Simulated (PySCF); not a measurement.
Compound: Me2Si(SMe)2, C4H12S2Si.
SMILES: `CS[Si](C)(C)SC`

Torsions of this conformer, `[CH3:1][S:2][Si:3]([CH3:4])([CH3:5])[S:6][CH3:7]`: C1–S2–Si3–C4 -59°, S2–Si3–S6–C7 57°.

The closed-shell ground state was solved at several levels (PySCF, density fitting, gas phase, non-relativistic). Geometry: PBE0-D3(BJ)/def2-SVP, one conformer, isolated molecule.

```csv
level,basis functions,total energy (Eh),HOMO (eV),LUMO (eV),gap (eV),dipole (D)
PBE0/def2-TZVP,307,-1245.1113,-6.67,0.44,7.11,0.16
PBE0/pcSseg-1,200,-1244.9470,-6.76,0.58,7.34,0.27
PBE0/aug-cc-pVDZ,281,-1245.0364,-6.68,-0.21,6.47,0.22
PBE0/def2-SVPD,254,-1244.5814,-6.72,0.20,6.92,0.23
KT2/pcSseg-1,200,-1257.0953,-5.65,-0.47,5.18,0.25
PBE0/STO-3G,59,-1231.0146,-3.21,5.64,8.85,0.50
PBE0/6-31G,99,-1244.8314,-6.72,0.94,7.66,0.58
LDA/pcSseg-1,200,-1240.1525,-5.66,-0.51,5.15,0.30
```

(1) Estimate the row for PBE0/pcSseg-0, a basis of 99 functions; the other rows only guide the guess.

(2) Over all these levels, which gives the widest orbital gap and which the narrowest?

(3) How much does the basis alone move the frontier levels among the 7 PBE0 rows (the withheld one included)?

(4) How far do the dipole and the HOMO energy spread over the levels?

Answers

(1) Total energy -1243.3743 Eh, HOMO -6.98 eV, LUMO 0.86 eV, gap 7.84 eV, dipole 0.46 D.

(2) PBE0/STO-3G (global hybrid, 25 % exact exchange) has the widest, 8.85 eV, and LDA/pcSseg-1 (LDA) the narrowest, 5.15 eV. Functional and basis both differ between the two, so the spread mixes both effects.

(3) The HOMO by 3.77 eV and the LUMO by 5.85 eV. By rising basis size (HOMO, LUMO in eV): STO-3G -3.21, 5.64; 6-31G -6.72, 0.94; pcSseg-0 -6.98, 0.86; pcSseg-1 -6.76, 0.58; def2-SVPD -6.72, 0.20; aug-cc-pVDZ -6.68, -0.21; def2-TZVP -6.67, 0.44.

(4) The dipole runs from 0.16 to 0.58 D (mean 0.33 D) and the HOMO from -6.98 to -3.21 eV.
